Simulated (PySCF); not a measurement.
# Frontier orbitals and the lowest excitations

Compound: C3H11NSi3.
Structure used (GFN2-xTB), in Å, numbered top down from 1:
```xyz
18
C3H11NSi3 angstrom
C      0.053    0.574    1.972
Si    -0.559    0.492    0.168
Si    -2.029   -1.255   -0.253
C     -1.446    2.130   -0.091
N     -2.005    3.115   -0.271
C      0.931    0.587   -1.028
Si     2.160   -0.859   -0.919
H      0.588   -0.334    2.236
H      0.726    1.412    2.135
H     -0.776    0.681    2.666
H     -1.538   -2.507    0.332
H     -2.198   -1.486   -1.691
H     -3.359   -1.012    0.310
H      0.553    0.642   -2.050
H      1.472    1.520   -0.860
H      3.212   -0.690   -1.924
H      1.436   -2.112   -1.156
H      2.768   -0.894    0.413
```

Computed, not measured: PySCF, TDDFT CAM-B3LYP/def2-SVPD, vertical, gas phase, core orbitals frozen in the response.

Frontier orbitals with the atoms that hold most of them (Löwdin shares over 4%, at most four atoms; ? is withheld):

| orbital | ε (eV) | atoms |
| --- | --- | --- |
| HOMO-3 | -11.31 | N5 22%, Si7 17%, C4 16%, H18 14% |
| HOMO-2 | -10.86 | C6 26%, Si7 18%, N5 9%, C1 8% |
| HOMO-1 | -10.34 | ? |
| HOMO | -9.91 | ? |
| LUMO | ? | Si2 19%, Si3 17%, C4 12%, N5 11% |
| LUMO+1 | 0.48 | Si2 18%, Si3 16%, C4 11%, N5 10% |
| LUMO+2 | 0.76 | Si3 25%, Si7 15%, H11 8%, Si2 7% |

Task: Give the leading atoms of the HOMO-1.

Result: C6 (bonded to 2 Si and 2 H) 22%; C1 (bonded to Si and 3 H) 14%; Si2 (bonded to 3 C and Si) 14%; N5 (bonded to C) 12%. By element: carbon 36% or more, silicon 14% or more, nitrogen 12%.

Task: Give the leading atoms of the HOMO.

Result: Si3 (bonded to Si and 3 H) 25%; Si2 (bonded to 3 C and Si) 23%; C6 (bonded to 2 Si and 2 H) 11%; N5 (bonded to C) 8%. By element: silicon 48% or more, carbon 11% or more, nitrogen 8%.

Task: What is the LUMO energy, and the HOMO–LUMO gap?

Result: ε(LUMO) = 0.33 eV; the gap is 10.24 eV (0.3764 hartree).

Task: How does S1 compare with the orbital gap of 10.24 eV?

Result: S1 is at 6.93 eV (f = 0.020), 3.31 eV below the gap, made of HOMO→LUMO (41%), HOMO→LUMO+1 (27%). 

Next come S2 at 7.03 eV (f 0.034), HOMO→LUMO (35%), HOMO→LUMO+1 (25%), HOMO-1→LUMO+1 (8%); S3 at 7.21 eV (f 0.042), HOMO-1→LUMO (38%), HOMO→LUMO+1 (23%); S4 at 7.56 eV (f 0.084), HOMO-1→LUMO+1 (14%), HOMO→LUMO+2 (10%); S5 at 7.63 eV (f 0.021), HOMO-1→LUMO+1 (12%), HOMO-5→LUMO+1 (11%).

One conformer stands for the species.
